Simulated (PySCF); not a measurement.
Spectrum to structure. Theory: PySCF 2.14.0, density-fitted response routines, TDDFT B3LYP/def2-SVPD, vertical, gas phase, core orbitals frozen in the response. Geometries: GFN2-xTB, one conformer each.

```tsv
state	E (eV)	λ (nm)	f
S1	5.00	247.9	0.0000
S2	5.26	235.5	0.240
S3	5.59	222.0	0.0028
S4	5.85	211.9	0.0000
S5	6.24	198.7	0.0049
S6	6.48	191.4	0.0039
S7	6.72	184.4	0.0002
S8	6.76	183.5	0.187
```

Orbital energies (eV): HOMO-3 -8.77, HOMO-2 -8.42, HOMO-1 -7.72, HOMO -6.92, LUMO -1.37, LUMO+1 -0.30, LUMO+2 0.46.

Problem. Which structure fits?
A. `C1([SiH2]C#C)C=C1`
B. `ClC[C@@H](Cl)[C@@H]1C[SiH2]1`
C. `C#CC1=C[SiH2]C1`

Solution. C. Its S1, at 5.00 eV, is the lowest among the candidates; the nearest of the others has S1 at 5.34 eV. S1 is HOMO-1→LUMO (97%). Löwdin shares by element: HOMO carbon 82% or more (atoms not listed hold the other 18%); LUMO carbon 80% or more (atoms not listed hold the other 20%). At the same level the other candidates give, for their lowest levels:
- `C#C[SiH2]C1C=C1`: 5.34 eV (f 0.018); 5.85 eV (f 0.037); 5.96 eV (f 0.024); 6.19 eV (f 0.002); 6.24 eV (f 0.002); T1 3.72 eV; HOMO -6.76, LUMO -0.69 eV
- `ClC[C@@H](Cl)[C@@H]1C[SiH2]1`: 5.68 eV (f 0.136); 5.98 eV (f 0.030); 6.11 eV (f 0.052); 6.41 eV (f 0.003); 6.70 eV (f 0.010); T1 4.75 eV; HOMO -6.83, LUMO -0.47 eV
Triplets come from the Tamm–Dancoff approximation.
